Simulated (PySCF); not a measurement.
**Computed structure and properties of [Yb(OH)4]−**

System: [Yb(OH)4]− (singlet in the valence; each metal's 4f electrons, 13 of them, lie in its core potential, out of spins and levels); start: displaced along the imaginary mode (C1). Method: PySCF 2.14.0, RKS PBE0, Yb lcecp-1-SVP with ECP59, O def2-SVP, H def2-SVP; non-relativistic Hamiltonian with scalar-relativistic core potentials where named; density fitting; no spin-orbit coupling.

Input of the relaxation:

```python
mol = gto.M(atom='''
Yb    -0.00906    -0.00165    -0.00000
O      1.17458     1.26990     1.17182
H      2.15516     1.35181     1.25939
O     -1.14216    -1.27993     1.17185
H     -1.94607    -1.58604     1.64852
O      1.29551    -1.13748    -1.16272
H      1.56216    -2.04340    -1.35216
O     -1.25431     1.17926    -1.18096
H     -1.37569     2.05783    -1.55576''',
    basis={'Yb': 'lcecp-1-SVP', 'O': 'def2-SVP', 'H': 'def2-SVP'},
    ecp={'Yb': 'lcecp-1-SVP'},
    charge=-1, spin=0)
mf = dft.RKS(mol, xc='PBE0')
mf.grids.atom_grid = (50, 194)  # f atoms: unpruned, at least (60, 302)
mf = mf.density_fit()  # fitting sets: Yb AutoAux, O def2-universal-JKFIT, H def2-universal-JKFIT
mf.conv_tol = 1e-08; mf.max_cycle = 55
mf.kernel(dm0)  # dm0: converged density of the start geometry
# quasi-Newton relaxation in Cartesian coordinates to a largest gradient under 0.00045 Eh/bohr, steps kept in the point group
```

Run from Python with OMP_NUM_THREADS=2; the lines above give its settings. Where DIIS fails, smearing, a level shift and second-order steps follow.
It took 40 s on 2 threads of Arm Neoverse V1 (shared host), from the converged density of the start.

Course of the relaxation:

```json
{"step": "0", "energy above end (eV)": "0.0489", "largest force component within the symmetry (eV/Å)": "1.465"}
{"step": "1", "energy above end (eV)": "0.0018", "largest force component within the symmetry (eV/Å)": "0.283"}
{"step": "2", "energy above end (eV)": "0.0002", "largest force component within the symmetry (eV/Å)": "0.029"}
{"step": "3", "energy above end (eV)": "0.0001", "largest force component within the symmetry (eV/Å)": "0.017"}
{"step": "4", "energy above end (eV)": "0.0000", "largest force component within the symmetry (eV/Å)": "0.007"}
```

Relaxed geometry (C1):

```xyz
9

Yb   -0.0135   -0.0028    0.0020
O     1.1813    1.2594    1.1702
H     2.1317    1.3459    1.2536
O    -1.1488   -1.2814    1.1734
H    -1.9230   -1.5774    1.6452
O     1.2924   -1.1361   -1.1618
H     1.5605   -2.0348   -1.3466
O    -1.2541    1.1835   -1.1789
H    -1.3664    2.0539   -1.5571
```

| contact | Å |
| --- | --- |
| Yb1–O2 (OH) | 2.094 |
| Yb1–O4 (OH) | 2.073 |
| Yb1–O6 (OH) | 2.084 |
| Yb1–O8 (OH) | 2.083 |

On the finer grid (75, 302):

```json
{"HOMO": "-2.38 eV", "LUMO": "4.32 eV", "Dipole about the centre of mass": "0.49 D", "Set of Mulliken populations of Yb1 outside the core potential": "s 2.24, p 6.52, d 1.42, f 0.06", "D3(BJ) dispersion energy (not in the energies)": "-0.119 eV"}
```

```csv
atom,Mulliken (e),Löwdin (e),spin (e)
Yb1,0.76,0.23,0.00
O2,-0.58,-0.36,0.00
H3,0.15,0.05,0.00
O4,-0.57,-0.35,0.00
H5,0.13,0.05,0.00
O6,-0.58,-0.36,0.00
H7,0.14,0.05,0.00
O8,-0.58,-0.36,0.00
H9,0.14,0.05,0.00
```

The 4f levels lie in the core potential and are missing. Their spin isn't counted.

No frequency check is given for this geometry.

Taking off one OH (charge -1, singlet; the rest: singlet) in vacuum, both parts rigid, costs 5.91 eV; the small basis without counterpoise inflates it.

Rigid scan of OH along the line from its metal:

(distance to O2 (Å), energy (eV)): (1.79, 1.069), (1.89, 0.405), (1.99, 0.087), (2.09, 0.000), (2.19, 0.063), (2.29, 0.222), (2.49, 0.684), (2.79, 1.468), (3.19, 2.393), (3.69, 3.247)

One start shape was tried, so this needn't be the lowest isomer.

An lcecp potential fixes the number of 4f electrons, so in runs with it no electron can move into or out of that shell.
